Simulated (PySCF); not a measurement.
# Electric field gradients and quadrupole coupling constants

Compound: C₄H₃F₃OSi.
Structure used (GFN2-xTB), in Å, numbered top down from 1:
```xyz
12
C4H3F3OSi angstrom
O      0.9653    1.7658    1.8951
C      0.9039    0.9975    0.9795
C      1.8497   -0.0387    0.5023
C      1.2914   -0.4708   -0.6446
Si    -0.2639    0.6177   -0.5546
C     -1.8189   -0.4932   -0.1447
F     -2.8956    0.2237    0.2219
F     -1.5829   -1.3692    0.8489
F     -2.2057   -1.2282   -1.2080
H      2.7669   -0.3404    0.9804
H      1.7034   -1.2059   -1.3152
H     -0.7126    1.5411   -1.5870
```

Field gradients from the PBE0/pcSseg-1 density (PySCF, non-relativistic), principal values in atomic units, ordered |Vxx| ≤ |Vyy| ≤ |Vzz|:

```
atom     Vxx     Vyy      Vzz
  O1  0.3987  1.4417  -1.8404
```

Task: Find the asymmetry η = (Vxx − Vyy)/Vzz and the couplings χ = eQV/h (234.96 MHz × Q in barn × V in au), with Q(17O) = −0.0256 b.

Result: 
| atom | environment | nucleus | η | χzz (MHz) | χxx (MHz) | χyy (MHz) |
| --- | --- | --- | --- | --- | --- | --- |
| O1 | carbonyl oxygen | 17O | 0.57 | 11.07 | -2.40 | -8.67 |

The tensor is traceless: Vxx + Vyy + Vzz = 0.

Task: What is Vzz at O1 in SI units (1 au = 9.71736 × 10²¹ V/m²)?

Result: -1.8404 au = -17.884 × 10²¹ V/m².

Task: And the gradient at the other heavy atoms, for which no coupling is worked out here?

Result: 
| atom | environment | Vzz (au) | η |
| --- | --- | --- | --- |
| C2 | carbonyl carbon | 0.490 | 0.25 |
| C3 | alkene CH carbon | 0.406 | 0.34 |
| C4 | alkene CH carbon | 0.499 | 0.14 |
| Si5 | SiH silicon | -0.517 | 0.55 |
| C6 | CF3 carbon | -0.514 | 0.01 |
| F7 | fluorine of a CF3 group | 2.834 | 0.03 |
| F8 | fluorine of a CF3 group | 2.838 | 0.03 |
| F9 | fluorine of a CF3 group | 2.824 | 0.02 |

Task: What couplings would deuterons (Q(2H) = 0.00286 b) have in place of the hydrogens, at this geometry?

Result: 
```csv
atom,bonded to,bond length (Å),Vzz (au),η,χzz (kHz)
H10,C3,1.077,0.3328,0.01,224
H11,C4,1.077,0.3361,0.02,226
H12,Si5,1.456,0.1642,0.01,110
```

Isolated species at its GFN2-xTB geometry, gas phase. GFN2-xTB bond lengths can be off by several hundredths of an ångström, more for odd bonds, and the gradients follow them. With a basis this small, the couplings can be 20 % off.

These values come from a run that also computed NMR shieldings. Hardware: one thread, Arm Neoverse N1 (aarch64), shared host with 64 logical CPUs at a one-minute load of 60. Cost: 53 s wall (with the writing of density and orbital grids), 0.78 GiB resident at most.
